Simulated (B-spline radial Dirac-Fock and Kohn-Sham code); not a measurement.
# Two-hole binding energies of Dy⁺

System: dysprosium as Dy⁺, [Xe] 4f10 6s1.

Input of the calculation (task.json; shells as n, l, electrons):

```json
{"items": [{
  "Z": 66,
  "q": 1,
  "cfg": [[1, 0, 2], [2, 0, 2], [2, 1, 6], [3, 0, 2], [3, 1, 6], [3, 2, 10], [4, 0, 2], [4, 1, 6], [4, 2, 10], [4, 3, 10], [5, 0, 2], [5, 1, 6], [6, 0, 1]],
  "A": 164,
  "rrms": 5.2218,
  "do": ["binding", "quiet", "double"]
}]}
```

Run with: `python xray_run.py task.json out`

Level of theory: Dirac-Fock energy differences between relaxed states, corrected for Breit and QED terms; a radial B-spline solver. U is the two-hole binding energy less the two single-hole energies, the effective repulsion of the holes after relaxation. Each two-hole energy is an average over J within one jj subconfiguration.

| holes | E(a) (eV) | E(b) (eV) | E(ab) (eV) | U (eV) |
| --- | --- | --- | --- | --- |
| 1s⁻² | 53794.9 | 53794.9 | 108757.9 | 1168.2 |
| 1s⁻¹ 3p3/2⁻¹ | 53794.9 | 1687.5 | 55568.0 | 85.6 |
| 1s⁻¹ 3d3/2⁻¹ | 53794.9 | 1340.5 | 55217.0 | 81.6 |
| 2s⁻² | 9061.9 | 9061.9 | 18307.3 | 183.6 |
| 2s⁻¹ 2p1/2⁻¹ | 9061.9 | 8590.1 | 17825.7 | 173.8 |
| 2p1/2⁻¹ 2p3/2⁻¹ | 8590.1 | 7799.1 | 16593.1 | 204.0 |
| 2p3/2⁻² | 7799.1 | 7799.1 | ? | ? |
| 2p3/2⁻¹ 3s⁻¹ | 7799.1 | 2058.8 | 9928.2 | 70.3 |
| 2p3/2⁻¹ 3d3/2⁻¹ | 7799.1 | 1340.5 | 9220.6 | 81.0 |
| 3p1/2⁻¹ 3p3/2⁻¹ | 1854.3 | 1687.5 | 3590.7 | 48.9 |
| 3p3/2⁻² | 1687.5 | 1687.5 | 3423.9 | 48.9 |
| 3d3/2⁻¹ 3d5/2⁻¹ | 1340.5 | 1305.0 | 2704.5 | 59.0 |
| 4d3/2⁻¹ 4d5/2⁻¹ | 177.0 | 170.3 | 369.1 | 21.8 |
| 4d5/2⁻² | 170.3 | 170.3 | 362.1 | 21.4 |

**Question.** Give the missing two-hole energy and U.

**Answer.** E(ab) = 15797.1 eV and U = 198.9 eV.
